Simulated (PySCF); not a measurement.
A structure optimised at B3LYP-D3(BJ)/def2-SVP, used in a PySCF frequency run:

```xyz
7

O      0.4257     3.4553     0.0000
C      0.1546     2.3223     0.0000
N     -0.1363     1.1553     0.0000
Si    -0.3697    -0.5105     0.0000
F     -1.2183    -0.9325     1.2905
F     -1.2183    -0.9325    -1.2905
Cl     1.3956    -1.5136     0.0000
```
Charge 0, spin multiplicity 1.

Problem. Write its SMILES, formula and point group.

Solution. O=C=N[Si](F)(F)Cl, CClF₂NOSi, Cs

Problem. What are its rotational constants (standard atomic weights)?

Solution. 2.5784, 1.1005, 0.95595 GHz
